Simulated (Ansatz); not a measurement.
Reaction (substitution at a C–Cl bond): `N[SiH]1N=C1Cl` + H–F → `N[SiH]1N=C1F` + HCl

Computed with Ansatz on PBE0-D4/def2-TZVP structures; ΔE is electronic, products minus reactants. CCSD(T)/CBS is the MP2 limit (def2-TZVPP, def2-QZVPP) plus CCSD(T) − MP2 in def2-TZVPP, frozen cores. This one scheme is used for every species. DFT in def2-TZVPP. One conformer a species, not always the lowest.

`N[SiH]1N=C1Cl`:

Z-matrix (Å, degrees):
```
Si
N 1 1.775
C 1 1.766 2 42.3
N 1 1.683 2 121.5 3 -108.7
H 1 1.472 2 120.2 3 108.2
Cl 3 1.726 1 162.8 2 -171.9
H 4 1.005 1 124.1 2 34.8
H 4 1.005 1 122.3 2 -143.4
```

H–F:

Cartesian coordinates in Å:
```
F -0.206 0.070 -0.405
H 0.206 -0.070 0.405
```

`N[SiH]1N=C1F`:

```xyz
8

N     0.499   -0.140   -1.401
Si   -0.338    0.391   -0.041
N    -1.074   -0.747    1.103
C    -0.064   -0.164    1.610
F     0.448   -0.384    2.808
H     1.050   -0.981   -1.433
H     0.484    0.363   -2.271
H    -1.004    1.662   -0.376
```

HCl:

Z-matrix (Å, degrees):
```
Cl
H 1 1.279
```

```
   level  ΔE (kJ/mol)
  PBE-D4          8.4
PBE-QIDH          7.6
   BHLYP         -3.9
 LC-ωPBE         -5.3
```

(1) What does CCSD(T)/CBS give? (Best estimate.)

(2) What do rigid-rotor, harmonic-oscillator terms from PBE0-D4/def2-TZVP frequencies (298.15 K, 1 bar) make of the CCSD(T)/CBS value? (Estimate.)

Largest T1 diagnostic among the species: 0.014.

Answers

(1) The calculation gave: +12.5 kJ/mol. The listed levels differ from it by -4.1, -4.9, -16.4, -17.8 kJ/mol.

(2) Computed: ΔZPE = -2.5 kJ/mol, ΔH = +8.9 kJ/mol, ΔS = 0 J/(mol·K), ΔG = +9.1 kJ/mol.

In def2-TZVPP, CCSD(T) changes the Hartree–Fock value by +18.1 kJ/mol (the triples alone add +3.6 kJ/mol) and MP2 by +28.3 kJ/mol. From BLYP to BHLYP (50 % exact exchange), in def2-TZVPP and without D4, ΔE moves by −4.5 kJ/mol. At CCSD(T), def2-SVP lies −24.9 kJ/mol from the extrapolated value and def2-TZVPP −6.3 kJ/mol.
